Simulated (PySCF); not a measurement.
furan (C4H4O), SMILES c1cocc1. Coordinates come from a r2SCAN-D4/def2-SVP optimisation.

All values below come from PySCF 2.14.0 with r2SCAN-D4/def2-SVP.

Harmonic wavenumbers (cm⁻¹): 617, 634, 725, 748, 843, 885, 886, 888, 1010, 1053, 1105, 1164, 1219, 1272, 1427, 1518, 1597, 3250, 3262, 3284, 3290. Rotational constants (GHz): 9.466, 9.227, 4.672; symmetry number 2.

Task: Work out the zero-point energy and the ideal-gas rigid-rotor harmonic-oscillator thermochemistry at 298.15 K and 1 atm.

Result: ZPE = ½ Σ hcν = ½ × 30676 cm⁻¹ = 43.85 kcal/mol. H − E(el) = 46.78 kcal/mol. Entropy in cal/(mol K): translation 38.57, rotation 22.80, vibration 2.34, total 63.72. G − E(el) = 27.78 kcal/mol. Cp = 15.34 cal/(mol K).
